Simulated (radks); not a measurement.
Results of a calculation; reference values are marked as such.
How relativity changes the ionisation of the fluorine ion F3+ ([He] 2s2 2p2) to F4+ ([He] 2s2 2p1). Spin-unpolarised spherical Kohn-Sham, BLYP, point nucleus unless stated (finite: rms radius 2.8976 fm), a radial shooting solver on a logarithmic mesh with Libxc functionals. A level marked "c x" has the speed of light scaled by that factor and shares open shells by 2j + 1; other Dirac levels either fill j = l - 1/2 first or share by 2j + 1.

level                               E(F3+) (hartree)  E(F4+) (hartree)  IE (eV)   HOMO  <r> HOMO (bohr)
non-rel.                                   -95.38709         -92.22992   85.911     2p           0.8281
scalar-rel.                                -95.48194         -92.32464   85.915     2p           0.8278
scalar-rel., finite nucleus                -95.48191         -92.32461   85.915     2p           0.8278
Dirac, 2j+1 shares                         -95.48195         -92.32464   85.915  2p3/2           0.8282
Dirac, low j first                         -95.48694         -92.32753   85.972  2p1/2           0.8272
Dirac, 2j+1 shares, finite nucleus         -95.48192         -92.32462   85.915  2p3/2           0.8282
Dirac, c x 0.75                            -95.55601         -92.39860   85.917  2p3/2           0.8283
Dirac, c x 1.5                             -95.42920         -92.27197   85.913  2p3/2           0.8282
Dirac, c x 2                               -95.41076         -92.25356   85.912  2p3/2           0.8281

NIST Atomic Spectra Database: 87.18 eV (semi-empirical). The relativistic part of the total energy of F3+ is -0.09483 hartree (Dirac, 2j+1 shares, finite nucleus), 0.099 % of the non-relativistic value. Spin polarisation and multiplet splitting of open shells are left out at every level.

Beside tabulated values, note that spin-unpolarised runs miss the spin-polarisation part of the exchange energy of open shells.
